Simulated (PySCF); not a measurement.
Below is a simulated gas-phase Si 2p photoelectron spectrum of `NBO[SiH3]`.

Every computed line was given a Gaussian of 0.5 eV full width at half maximum and an area set by the number of equivalent atoms (split 2:1 within a doublet); the highest printed point is 100. Level of theory: delta-SCF UKS SCAN, pcX-2 on the ionised atom, pcseg-1 elsewhere, spin-free X2C in PySCF.

```csv
binding energy (eV),intensity
106.9,0
107.0,1
107.1,4
107.2,12
107.3,29
107.4,54
107.5,82
107.6,100
107.7,98
107.8,80
107.9,59
108.0,47
108.1,47
108.2,51
108.3,51
108.4,41
108.5,27
108.6,14
108.7,6
108.8,2
108.9,1
109.0,0
```

Question: How many maxima does the curve show, and how many computed lines lie under it?

Answer: The curve has 2 maxima (at 107.6 and 108.2 eV). Under it lie 2 lines from 1 inequivalent silicon site, drawn as a 2p3/2, 2p1/2 pair.

Question: Decompose the envelope and assign each component. Numbering: `[NH2:1][BH:2][O:3][SiH3:4]`.

Answer: 
| position (eV) | relative area | line | atoms | environment |
| --- | --- | --- | --- | --- |
| 107.64 | 0.67 | Si 2p3/2 | Si4 | oxygen-bound silicon |
| 108.26 | 0.33 | Si 2p1/2 | Si4 | oxygen-bound silicon |

Question: What are the centre and the root-mean-square width of the whole band?

Answer: The area-weighted mean of the lines is 107.85 eV. Their own spread about it is 0.29 eV (rms) and each Gaussian has σ = 0.5/2.355 = 0.21 eV; the variances add, which gives 0.36 eV.

Shake-up satellites, vibrational structure and lifetime widths aren't simulated. Spin–orbit coupling isn't in the SCF: each 2p doublet comes from a relaxed spin-free hole plus a matrix of the shell (mean-field spin–orbit coupling and the ground-state 2p splitting), with 2p3/2 averaged over its two sublevels. 2p1/2 minus 2p3/2 (ligand field included): Si 0.62 eV. The structure is a single PBE0-D3(BJ)/def2-SVP conformer in the gas phase; no vibrational or solvent corrections.

The values belong to the conformer `[NH2:1][BH:2][O:3][SiH3:4]`: N1–B2–O3–Si4 -2°, H–N1–B2–O3 -179°, H–N1–B2–O3 -1°.
